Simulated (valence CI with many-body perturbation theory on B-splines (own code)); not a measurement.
# A CI+MBPT run for Te¹²⁺

Calculated by relativistic CI+MBPT: four valence electrons over a frozen Dirac-Fock core [Kr], a basis of 7 s, 7 p, 8 d, 6 f, 4 g, 1 h functions for each j, with the one-electron correlation potential Σ1 (screened to all orders), the two-electron term Σ2, the three-electron term Σ3, Breit, model QED; selected single and double excitations, second order for the rest, scaled by the run's own slope (own B-spline code, finite nucleus).

Command, and the settings that its task file holds:

```sh
python run_cv.py task.json out
```

```
atom Te  Z=52  mass_number=130  rms_radius_fm=4.7423
core [Kr]
valence 4d4
avg = 1
basis = M
beyond = 1
breit = 1
cap = 32000
capref = 2200
cscale = 1
de = 0.0
dress = 0
eps = 2e-08
extrap = 1
h = 0.27
hh = 1
l2 = 3
lcore = 6
maxit = 60
n2 = 5
natural = 1
nlev = 190
nno = [4, 4, 5, 4, 3, 1]
nroot = 40
nsp = [3, 3, 3, 2, 1, 0]
pt2 = 1
qed = 1
rpa = 1
s1 = 1
s2 = 1
s3 = 1
screen = 1
tol = 2e-05
whole = 1
```

Roughly how long does this run take on one core of Intel(R) Xeon(R) Processor @ 2.30GHz, and how much memory?

4.4 min on 1 thread of Intel(R) Xeon(R) Processor @ 2.30GHz (shared host), peak memory 1.3 GiB.

Log. The first blocks belong to the next ion, which gives the ionisation energy. Fields: 2J, parity (1 odd), roots, reference size, generating configurations, candidates as configurations/state functions, variational space P, stored matrix elements, Davidson steps; e2 is the range of second-order energies in hartree. The first line gives the box (bohr), its intervals, the orbitals and the steps of their self-consistent field. Window is the range of levels sought, series limit the energy at which the first omitted orbital would enter, core excitation an estimate of the first excitation out of the core, left out the lowest levels not solved, and shifts from estimates the range by which levels moved from their first estimate, all in cm⁻¹.

```
rmax 11.5 intervals 62 orbitals 59 references ['4d4', '4d3 5s', '4d3 4f', '4d3 5p'] scf 6 t 1.9
2J=3 par=0 roots 2 ref 42 generators 7 cand 1181/3153 P 1203/3195 nnz 2.7e+06 it 6
2J=3 par=0 roots 2 ref 42 generators 11 cand 410/1025 P 1613/4220 nnz 3.9e+06 it 5
   second order: generators 22 cand 6843/16441 e2 -0.00002 -0.00001
2J=5 par=0 roots 2 ref 48 generators 5 cand 890/2959 P 911/3007 nnz 2.4e+06 it 4
2J=5 par=0 roots 2 ref 48 generators 10 cand 462/1379 P 1373/4386 nnz 4.5e+06 it 5
   second order: generators 21 cand 7417/21133 e2 -0.00002 -0.00002
2J=7 par=0 roots 2 ref 41 generators 2 cand 1010/3146 P 1028/3187 nnz 2.8e+06 it 5
2J=7 par=0 roots 2 ref 41 generators 10 cand 567/1713 P 1595/4900 nnz 5.8e+06 it 5
   second order: generators 18 cand 6370/19287 e2 -0.00002 -0.00001
reference levels 1538, estimated 476, window 767331 1/cm; series limit 1611619, core excitation 579524
2J=0 par=0 roots 8 ref 42 generators 21 cand 1967/3841 P 3164/6382 nnz 4.5e+06 it 8
2J=0 par=0 roots 8 ref 42 generators 43 cand 3675/9506 P 6839/15888 nnz 1.7e+07 it 8
   second order: generators 91 cand 42970/102927 e2 -0.00010 -0.00001
2J=2 par=0 roots 12 ref 84 generators 28 cand 806/3816 P 1318/6359 nnz 6.1e+06 it 7
2J=2 par=0 roots 12 ref 84 generators 51 cand 4510/25573 P 5828/31932 nnz 7.9e+07 it 9
   second order: generators 104 cand 45142/284086 e2 -0.00029 -0.00003
2J=4 par=0 roots 19 ref 134 generators 28 cand 554/3740 P 951/6364 nnz 6.7e+06 it 8
2J=4 par=0 roots 19 ref 134 generators 54 cand 3488/25573 P 4439/31937 nnz 1e+08 it 10
   second order: generators 115 cand 48371/437802 e2 -0.00123 -0.00006
2J=6 par=0 roots 15 ref 129 generators 22 cand 504/3765 P 868/6354 nnz 7e+06 it 7
2J=6 par=0 roots 15 ref 129 generators 50 cand 3092/24853 P 3960/31207 nnz 1.1e+08 it 10
   second order: generators 99 cand 48198/505777 e2 -0.00187 -0.00007
2J=8 par=0 roots 14 ref 128 generators 24 cand 568/3832 P 928/6366 nnz 7.5e+06 it 8
2J=8 par=0 roots 14 ref 128 generators 50 cand 2985/23802 P 3913/30168 nnz 1e+08 it 10
   second order: generators 96 cand 46324/507627 e2 -0.00158 -0.00008
2J=10 par=0 roots 7 ref 90 generators 15 cand 733/3988 P 1168/6356 nnz 6.7e+06 it 8
2J=10 par=0 roots 7 ref 90 generators 41 cand 3268/25579 P 4436/31935 nnz 9.9e+07 it 10
   second order: generators 79 cand 40596/411536 e2 -0.00043 -0.00008
2J=12 par=0 roots 4 ref 67 generators 11 cand 829/3866 P 1370/6359 nnz 7e+06 it 5
...
2J=2 par=1 roots 17 ref 106 generators 36 cand 3788/25599 P 4755/31967 nnz 9.7e+07 it 13
   second order: generators 87 cand 40914/276873 e2 -0.00072 -0.00007
2J=0 par=1 roots 7 ref 37 generators 7 cand 1446/3875 P 2521/6390 nnz 4.5e+06 it 9
2J=0 par=1 roots 7 ref 37 generators 22 cand 3171/7986 P 5692/14376 nnz 1.8e+07 it 9
   second order: generators 50 cand 29534/79642 e2 -0.00007 -0.00002
2J=18 par=1 roots 1 ref 2 generators 1 cand 939/4609 P 1934/7782 nnz 9.1e+06 it 4
2J=18 par=1 roots 1 ref 2 generators 6 cand 746/3706 P 2680/11488 nnz 1.9e+07 it 4
   second order: generators 12 cand 12723/91141 e2 -0.00004 -0.00004
left out: unestimated 1099886, estimated 810922, shifts from estimates -248 to 222
operators 3.4
```

The Davidson iterations converged.

No measured levels were compared; by estimate terms of the open shell hold to 2 to 4 % of their energy, and close levels can change places. Excitations out of the core, of the other parity, are not computed and may begin above about 57.5 eV (a cautious bound); beyond it only levels of the ground parity were kept, without lifetimes.

| Quantity | Value |
| --- | --- |
| Valence energy | -46.22607 hartree |
| Ionisation energy | 272.82 eV (NIST: 272 ± 3 eV (theoretical)) |
| Reference configurations for the orbitals | 4d4, 4d3 5s, 4d3 4f, 4d3 5p |
| Radial orbitals | 59 |
| Box radius | 11.49 bohr |
| Largest variational space | 31967 |
| Lowest levels | 4d⁴ ⁵D_0 0.0, 4d⁴ ⁵D_1 4958, 4d⁴ ⁵D_2 10051, 4d⁴ ⁵D_3 14601, 4d⁴ ⁵D_4 18436, 4d⁴ ³P_0 [a] 31768, 4d⁴ ³H_4 33584, 4d⁴ ³G_3 40465, 4d⁴ ³H_5 41021, 4d⁴ ³P_1 [a] 42773, 4d⁴ ³F_2 [a] 42863, 4d⁴ ³H_6 44675, 4d⁴ ³G_4 48573, 4d⁴ ³P_2 [a] 51901 cm⁻¹ |

Names give the largest LS component (configuration and term), which can be under half, so a name can repeat, a term be missing and a line seem to break the LS rules; names also repeat where a configuration has a term twice. Letters in brackets count levels of one name in rising energy.
